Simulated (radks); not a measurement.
The numbers below are computed, except where a source is named.
Ru XXVIII, 17 electrons, occupied as [Ne] 3s2 3p5.

Code: a radial shooting solver on a logarithmic mesh with Libxc functionals. Model: scalar-relativistic Kohn-Sham, PBE, spin-polarised, spherical densities, finite nucleus; open shells are filled with parallel spins first (spin-orbit coupling, left out, can overturn this in heavy ions); Fermi nuclear charge, rms radius 4.4809 fm.

Energy parts (Ry):
total: -8064.19106
kinetic: 8373.13508
electron-nucleus: -17725.23646
Hartree: 1470.93847
exchange-correlation: -183.02815

Orbitals (lengths in bohr, moments of r in powers of bohr; r(90%) holds 90 % of the orbital's charge):
| orbital | occ. | eigenvalue (Ry) | <r^4> | <1/r> | r(90%) |
|---|---|---|---|---|---|
| 1s up | 1 | -1706.654 | 5.910e-06 | 45.87 | 0.0599 |
| 1s down | 1 | -1706.530 | 5.909e-06 | 45.87 | 0.0599 |
| 2s up | 1 | -324.0451 | 0.001017 | 10.47 | 0.222 |
| 2s down | 1 | -323.9596 | 0.001016 | 10.47 | 0.222 |
| 2p up | 3 | -300.5464 | 0.0007207 | 10.14 | 0.204 |
| 2p down | 3 | -300.4180 | 0.0007200 | 10.14 | 0.204 |
| 3s up | 1 | -117.4881 | 0.03217 | 4.088 | 0.524 |
| 3s down | 1 | -117.1243 | 0.03230 | 4.084 | 0.525 |
| 3p up | 3 | -109.9086 | 0.03091 | 3.951 | 0.521 |
| 3p down | 2 | -109.5422 | 0.03104 | 3.948 | 0.521 |

The highest occupied level is 3p down at -1490.4 eV. Summed over all electrons, <r^2> = 1.176 bohr^2, which gives a Langevin (diamagnetic) susceptibility term of -0.932 x 10^-6 cm^3/mol. Spin moment in Bohr magnetons: 1. For comparison, the ionisation energy in NIST's Atomic Spectra Database is 1507 eV (semi-empirical). In exact Kohn-Sham theory the highest level is minus the ionisation energy, but local and semilocal functionals leave it too shallow, through self-interaction and a potential that decays too fast; potentials with the right tail come closer.
